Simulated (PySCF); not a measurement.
Problem. What does the PBE0-D3(BJ)/def2-SVP structure of `FC(F)[C@@H]1C[C@@H]2O[C@H]1C[C@@H]2F` look like in three dimensions?

Solution. 
Z-matrix in Å and degrees, rows numbered from 1:
```
F 
C   1  1.3544
F   2  1.3525  1  107.61
C   2  1.5071  1  109.93  3   120.19
C   4  1.5447  2  112.31  1  -179.92
C   5  1.5336  4  100.96  2  -115.45
O   6  1.4165  5  103.77  4    31.86
C   7  1.4248  6   97.08  5   -55.41
C   8  1.5321  4  109.90  2  -168.67
C   9  1.5388  8  100.96  4   -74.89
F  10  1.3741  6  112.18  5   -46.89
H   2  1.1047  1  108.25  3  -117.07
H   4  1.1004  2  107.26  1   -54.93
H   5  1.0992  4  111.52  2     2.24
H   5  1.0965  4  113.13  2   124.17
H   6  1.0970  5  115.62  4   152.92
H   8  1.0971  4  114.70  2   -36.29
H   9  1.0980  8  111.06  4   166.13
H   9  1.0988  8  113.85  4    43.13
H  10  1.1007  6  110.91  5  -167.25
```

The 3 C–F bonds span 1.352 Å (C2–F3, drawn single) to 1.374 Å (C10–F11, drawn single), a spread of 0.022 Å. Of the pairs four or more bonds apart, F11···H15 is among the closest relative to their van der Waals radii: 2.36 Å, 88 % of the sum of Bondi's values. O7 (cyclic ether oxygen) is bent (angle 97.1°). The 7 C–C bonds span 1.507 Å (C2–C4, drawn single) to 1.545 Å (C4–C5, drawn single), a spread of 0.038 Å.

Theory: PBE0-D3(BJ)/def2-SVP geometry optimisation, gas phase (PySCF).

Point group: C1 (no symmetry element, even within 0.4 Å). PBE0-D3(BJ)/def2-SVP frequencies: not computed here. The numbers are those of one conformer (F1–C2–C4–C5 180°).
